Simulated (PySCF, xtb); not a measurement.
CH2NS, SMILES N[C]=S, multiplicity 2. One conformer was computed; it need not be the lowest.

Harmonic wavenumbers (cm⁻¹) from xtb with GFN2-xTB at its own minimum, in rising order: 342, 463, 501, 904, 1089, 1448, 1539, 3240, 3438.

### Question
What does PBE0-D3(BJ)/def2-TZVP (PySCF) give at its own minimum? (The exact figures need the calculation; the answer reports its results.)

### Answer
373, 484, 594, 898, 1161, 1551, 1641, 3486, 3663. Paired by order, the mean absolute difference is 100 cm⁻¹ and the zero-point energies are 18.5 and 19.8 kcal/mol.
